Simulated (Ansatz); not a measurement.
Born–Oppenheimer molecular dynamics of a periodic cell of 21 atoms, H14SO6 (contents 6 H2O + 1 SH2, density as packed 0.98 g/cm³ with natural masses). It starts from a partly relaxed structure (largest force component 0.65 eV/Å).

These are results of DFT r2SCAN-D3(BJ), scalar-relativistic, plane waves, PAW (Ansatz), not measurements. Settings: cutoff 500 eV, k mesh 1x1x1, fermi-dirac smearing 0.02 eV, no spin polarisation.

```yaml
ensemble: NVT, Langevin thermostat
time_step: 0.5 fs
steps_asked: 40
set_temperature: 1000 K
friction: 0.02 /fs
masses: H 2.014 u
seed: 516471
```

First frame:

```xyz
21
Lattice="6.2145 0.0000 0.0000 0.0000 6.2145 0.0000 0.0000 0.0000 6.2145" Properties=species:S:1:pos:R:3
O 3.708 0.969 0.929
H 3.328 1.352 1.746
H 4.625 0.732 1.170
O 0.375 2.803 6.016
H -0.005 3.692 6.114
H -0.164 2.386 5.309
O 1.861 5.319 0.537
H 2.654 5.907 0.583
H 1.688 5.191 -0.403
O 5.254 1.567 3.966
H 4.545 2.138 3.620
H 5.781 1.294 3.170
O 0.163 0.824 1.688
H 0.334 1.601 1.116
H 0.723 0.109 1.300
O 5.226 5.176 5.132
H 5.139 6.106 4.855
H 4.398 4.772 4.828
S 2.572 3.517 3.763
H 1.768 3.112 4.802
H 1.558 4.104 3.080
```

(1) What does the run give?

(2) What happens to the structure?

(3) How do temperature and energy run in time?

## Answers

(1) All steps were run.

| Quantity | Value |
| --- | --- |
| steps done | 40 |
| time covered | 20 fs |
| mean temperature over the second half | 588 K |
| spread of the potential energy over the second half | 7.4 meV per atom |
| mean potential energy of the second half above the start | 47.3 meV per atom |

The mean temperature of the second half is 41 % below the set value. A run of 0.02 ps of so small a system gives no equilibrium averages. Limits of this set-up: coarse k mesh.

(2) Mean squared displacements from the first frame to the last, about the centre of mass: O 0.04 Å², H 0.08 Å², S 0.05 Å². Another seed would give other details.

(3) 
```tsv
time (fs)	T (K)	potential energy less start (eV)
0.0	952	0.000
1.5	926	0.278
3.0	680	0.808
4.5	621	0.966
6.0	690	0.896
7.5	702	0.900
9.0	632	1.009
10.5	583	1.025
12.0	641	0.863
13.5	603	0.761
15.0	559	0.885
16.5	576	1.029
18.0	551	1.146
19.5	570	1.233
```

Time of the run: 10 min on 1 thread of Arm Neoverse V2 (shared host), peak memory 0.8 GiB.
